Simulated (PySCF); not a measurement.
Bonds (- single, = double, # triple, : aromatic): C1#C2 1.203 Å, C2-Si3 1.845 Å, Si3-C4 1.898 Å, C4-F5 1.351 Å, C4=C6 1.332 Å, C6-C7 1.513 Å, C7-C8 1.523 Å, C7-Si3 1.943 Å. C1 carries H9; Si3 carries H10; C6 carries H11; C7 carries H12; C8 carries H13, H14, H15. Stereochemistry as in C#C[Si@@H]1C(F)=C[C@@H]1C.

No solvent model, single conformer, no relativistic terms, equivalent nuclei averaged. NMR shieldings at PBE0/pcSseg-1/GIAO; geometry from GFN2-xTB; PySCF 2.14.0 with density-fitted response routines.

δ = σ(ref) − σ, references computed at the same level: TMS for $^{13}$C and $^{1}$H and $^{29}$Si; $^{19}$F vs CFCl3.

```csv
atoms,nucleus,count,δ (ppm)
C2,$^{13}$C,1,85.1
C4,$^{13}$C,1,?
H13/H14/H15,$^{1}$H,3,1.38
F5,$^{19}$F,1,-87.5
H9,$^{1}$H,1,2.20
H10,$^{1}$H,1,5.34
C1,$^{13}$C,1,107.9
C6,$^{13}$C,1,?
H11,$^{1}$H,1,6.17
Si3,$^{29}$Si,1,-35.6
C8,$^{13}$C,1,20.0
C7,$^{13}$C,1,?
H12,$^{1}$H,1,?
```

**Question.** Complete the table.

**Answer.** 
- C4: 171.8 ppm, fully substituted alkene carbon
- C6: 141.2 ppm, alkene CH; the olefinic region
- C7: 22.8 ppm, allylic sp3 CH bonded to Si
- H12: 1.97 ppm, hydrogen on an allylic sp3 CH bonded to Si; allylic position

Shifts are as computed. Against solution values, carbons near 30 ppm lie about +3 ppm off and those near 130 ppm about +5 ppm. Of 1309 compounds with measured shifts, 239 miss one by over three times the rms of a fit or turn the order of signals round; such compounds aren't used in these exercises. Unscaled 19F shifts against computed CFCl3 carry errors that often reach 10 to 50 ppm.
